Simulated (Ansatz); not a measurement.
BrF2H2NSi, SMILES `N[Si](F)(F)Br`, relaxed with RKS PBE0-D4/def2-TZVP in Ansatz 0.2.0 from a PBE-D4/def2-SVP geometry. The force threshold is 0.005 eV/Å; the program also tests the step.

The species carries charge 0 and has multiplicity 1.

Start:

```xyz
7

N     0.707   -0.843   -0.037
Si   -0.447    0.402    0.004
F    -1.767   -0.112   -0.788
F    -0.990    0.819    1.481
Br    0.379    2.237   -0.902
H     0.428   -1.820    0.062
H     1.690   -0.682    0.181
```

Q: How much energy does the relaxation release, and in how many steps? (Best estimate.)

A: Computed: 9.17 kJ/mol, in 9 steps.

Q: Which bonds change most? (An estimate is asked.)

A: Computed: Si2–F4 from 1.628 to 1.582 Å; Si2–F3 from 1.623 to 1.579 Å; N1–Si2 from 1.698 to 1.674 Å; Si2–Br5 from 2.207 to 2.186 Å.

Q: Give the relaxed structure. (Best estimate.)

A: Computed: 
```xyz
7

N     0.685   -0.837   -0.007
Si   -0.454    0.391    0.008
F    -1.733   -0.085   -0.785
F    -0.996    0.788    1.440
Br    0.390    2.205   -0.872
H     0.439   -1.804    0.117
H     1.668   -0.658    0.099
```
